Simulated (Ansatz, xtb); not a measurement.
**Two isomers of C5H5O3P**

Structure I is `COC(=O)C1=CP=CO1`, a singlet and structure II is `COC(=O)C1=PC=CO1`, a singlet. Both are isolated molecules in the gas phase, relaxed with PBE0-D3(BJ)/def2-SVP, each in the lowest conformer that the search found.

I (Å):

| atom | x (Å) | y (Å) | z (Å) |
| --- | --- | --- | --- |
| C | -1.1396 | 1.8989 | -1.9126 |
| C | -0.6977 | 0.2913 | -0.2914 |
| C | 0.0407 | -0.9452 | 0.0325 |
| C | 0.0192 | -1.6290 | 1.2115 |
| C | 1.4294 | -2.5944 | -0.4748 |
| O | -0.4623 | 0.7135 | -1.5324 |
| O | -1.4275 | 0.8439 | 0.4914 |
| O | 0.8316 | -1.4864 | -0.9138 |
| P | 1.0664 | -3.0596 | 1.1376 |
| H | -2.2295 | 1.7605 | -1.8582 |
| H | -0.8642 | 2.7350 | -1.2530 |
| H | -0.8334 | 2.1095 | -2.9434 |
| H | -0.5811 | -1.2958 | 2.0575 |
| H | 2.0805 | -3.0644 | -1.2133 |

II (Å):

```xyz
14

C    -2.1927    1.6734   -1.4064
C    -0.4465    1.2661    0.0745
C     0.7986    0.5202    0.3165
C     2.3609   -0.9282   -0.2952
C     2.8466   -0.5858    0.9297
O    -0.9895    0.9864   -1.1119
O    -0.9146    2.0423    0.8695
O     1.2252   -0.3199   -0.6443
P     1.7918    0.6027    1.7189
H    -2.9699    1.4383   -0.6641
H    -2.0330    2.7618   -1.4045
H    -2.5028    1.3359   -2.4019
H     2.7495   -1.6210   -1.0412
H     3.7639   -1.0020    1.3457
```

Quicker runs give these differences E(II) − E(I): GFN2-xTB −0.109 eV; HF/STO-3G −0.017 eV (at GFN2-xTB geometries); r2SCAN-D4/def2-SVP +0.001 eV (at GFN2-xTB geometries).

Estimate E(II) − E(I) at the level CCSD(T)/def2-SVP + ΔMP2/def2-TZVPP.

Too close to call at this level: CCSD(T)/def2-SVP + ΔMP2/def2-TZVPP gives E(II) − E(I) = −0.012 eV.

The same difference at several levels:

```
                             level              geometry  E(II) − E(I) (eV)  departure from the last row (eV)  job, with rough time for the two
                          GFN2-xTB              GFN2-xTB              −0.109                            −0.097              optimisation, 0.15 s
                         HF/STO-3G              GFN2-xTB              −0.017                            −0.005               single point, 0.5 s
                r2SCAN-D4/def2-SVP              GFN2-xTB              +0.001                            +0.013               single point, 5.2 s
              PBE0-D3(BJ)/def2-SVP  PBE0-D3(BJ)/def2-SVP              −0.018                            −0.006                optimisation, 40 s
                       HF/def2-SVP  PBE0-D3(BJ)/def2-SVP              −0.005                            +0.007           part of the CCSD(T) run
                      MP2/def2-SVP  PBE0-D3(BJ)/def2-SVP              −0.024                            −0.012           part of the CCSD(T) run
                  CCSD(T)/def2-SVP  PBE0-D3(BJ)/def2-SVP              −0.008                            +0.004                      single point
CCSD(T)/def2-SVP + ΔMP2/def2-TZVPP  PBE0-D3(BJ)/def2-SVP              −0.012                                               single point, 2.6 min
```

As drawn, both hold the same kinds of bond in the same numbers.

The largest departure from CCSD(T)/def2-SVP + ΔMP2/def2-TZVPP is that of GFN2-xTB, 0.097 eV. The last row adds to CCSD(T) the change of the MP2 difference between the two basis sets, here −0.004 eV.

With thermal terms from frequencies at re-optimised GFN2-xTB minima (ideal gas, soft modes damped towards free rotors, one conformer each, 298.15 K, 1 atm): the zero-point term adds +0.003 eV; ΔH is −0.007 and ΔG −0.012 eV.

The correlated steps freeze 13 core orbitals. Run with Ansatz 0.2.0, xtb 6.7.1; the last row on 4 threads of Arm Neoverse V1 on a shared host.
